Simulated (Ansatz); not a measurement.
Molecule: CH4Si, charge 1, multiplicity 2. 
Coordinates optimised at B3LYP-D3(BJ)/def2-TZVP (Ansatz, an electronic-structure program):
```xyz
6

C     -1.2075    -0.0548    -0.0300
Si     0.5853     0.0265     0.0145
H     -1.8223     0.8390    -0.0771
H     -1.7405    -1.0005    -0.0114
H      1.3633    -1.2137     0.0779
H      1.2501     1.3322    -0.0130
```
Charge +1, spin multiplicity 2.

Basis-set convergence of Hartree-Fock and CCSD(T) correlation energies (hartree) with Ansatz. Correlated levels leave the core frozen unless marked. UHF or UKS for open shells. No spin-orbit coupling. Non-relativistic.

```json
[
 {"basis": "def2-SVPD", "functions": "76", "E(HF)": "-328.67862", "E(corr, CCSD(T))": "-0.24317"},
 {"basis": "def2-TZVPPD", "functions": "153", "E(HF)": "[?]", "E(corr, CCSD(T))": "[?]"}
]
```

Fill in the missing entries.


- def2-TZVPPD, E(HF): -328.82401
- def2-TZVPPD, E(corr, CCSD(T)): -0.28246
